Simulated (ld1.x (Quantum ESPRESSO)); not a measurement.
## Configuration tests for Sc (Z = 21) (TM)

ld1.x (Quantum ESPRESSO) 7.5 input, shortened:

```
&input
   title='Sc', zed=21., rel=1, dft='PBESOL', iswitch=3,
   config='[Ar] 3d1 4s1.75 4p0 4f-2'
 /
 &inputp
   pseudotype=2, tm=.true., lloc=3,
   nlcc=.true., new_core_ps=.true.
 /
4
4S  1  0   1.75   0.00  2.90  2.90  0.0
4P  2  1   0.00   0.00  3.75  3.75  0.0
3D  3  2   1.00   0.00  2.35  2.35  0.0
4F  4  3  -2.00   0.05  3.20  3.20  0.0
 &test
   configts(1)='3d1 4s1.75 4p0'
 /
```

Energies are relative to the spin-unpolarised reference configuration 3d1 4s1.75 4p0; without spin polarisation the order of configurations can differ from experiment.

```json
{"valence configuration": "3d1 4s2 4p0", "charge": "0", "ΔE all-electron (eV)": "-1.211", "error AE − PS (meV)": "+0.2"}
{"valence configuration": "3d1 4s1 4p0", "charge": "+1", "ΔE all-electron (eV)": "5.692", "error AE − PS (meV)": "+0.9"}
{"valence configuration": "3d1 4s0 4p0", "charge": "+2", "ΔE all-electron (eV)": "18.343", "error AE − PS (meV)": "-31"}
{"valence configuration": "3d1.5 4s1.5 4p0", "charge": "0", "ΔE all-electron (eV)": "-0.534", "error AE − PS (meV)": "-23"}
{"valence configuration": "3d1 4s1 4p1", "charge": "0", "ΔE all-electron (eV)": "1.580", "error AE − PS (meV)": "-2.3"}
{"valence configuration": "3d1 4s1.5 4p0", "charge": "+0.5", "ΔE all-electron (eV)": "1.547", "error AE − PS (meV)": "+0.1"}
{"valence configuration": "3d0 4s2 4p1", "charge": "0", "ΔE all-electron (eV)": "2.278", "error AE − PS (meV)": "-97"}
```

Levels in the configuration 3d1 4s1.5 4p0:

```
level  all-electron (eV)  pseudo (eV)
   3d             -6.451       -6.435
   4s             -6.878       -6.877
```
